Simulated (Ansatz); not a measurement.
A nudged elastic band was laid between two geometries of FGeH₃O (6 atoms, charge 0, multiplicity 1).

These are results of RKS PBE-D4/def2-SVP (Ansatz 0.2.0), not measurements.

```yaml
movable_images: 5
climbing_image: yes
spring: 5.0 eV/Å²
optimiser: quadratic models (default)
start_path: through a guess of the saddle point
force_threshold: 0.05 eV/Å
iteration_limit: 60
end_points: relaxed
```

First end point:

```xyz
6
Properties=species:S:1:pos:R:3
Ge 0.232 -0.055 0.039
F 0.161 0.047 1.797
H 1.699 0.122 -0.396
O -0.628 1.355 -0.635
H -1.584 1.321 -0.442
H -0.459 -1.398 -0.316
```

Last end point:

```xyz
6
Properties=species:S:1:pos:R:3
Ge 0.083 -0.249 -0.878
F 1.101 0.004 1.389
H 1.872 0.327 0.958
O -0.854 1.308 -0.826
H -1.719 1.197 -0.389
H -1.062 -1.194 -0.207
```

Question: What changes between the two ends?

Answer: Bonds broken: Ge1–F2, Ge1–H3. Bonds formed: F2–H3. FGeH3O becomes FH + GeH2O.

Question: Give the energies along the band, and the barrier.

Answer: The run converged. The highest image is number 3 of 0 to 6, 51.0 kcal/mol above the first end and 16.1 kcal/mol above the last; the last end lies 35.0 kcal/mol above the first. A vibrational analysis at the climbing image gives one clearly imaginary mode, 1074i cm⁻¹: a first-order saddle point. The orbitals stay closed-shell, which can raise the energy where a bond breaks towards radicals; this wasn't checked here.

```tsv
image	path coordinate (Å)	energy (kcal/mol)	Ge1–F2 (Å)	Ge1–H3 (Å)	F2–H3 (Å)
0	0.00	0.0	1.76	1.54	2.68
1	0.46	5.1	1.76	1.53	2.33
2	0.93	29.7	1.84	1.53	1.82
3	1.39	51.0	2.05	1.63	1.33
4	1.74	40.3	2.26	1.89	1.02
5	2.10	35.4	2.48	2.28	0.95
6	2.45	35.0	2.50	2.63	0.94
```

Question: What is the geometry of the highest image?

Answer: 
```xyz
6
Properties=species:S:1:pos:R:3
Ge 0.232 -0.059 -0.396
F 0.869 0.013 1.553
H 1.611 0.109 0.452
O -0.781 1.404 -0.621
H -1.734 1.198 -0.553
H -0.776 -1.272 -0.388
```

Question: What are the harmonic wavenumbers there?

Answer: 1074i, 170, 360, 453, 564, 634, 685, 743, 904, 1842, 1963, 3710 cm⁻¹.

The run took 73 s on 1 thread of Arm Neoverse V2, with other jobs on the host, peak memory 0.14 GiB.
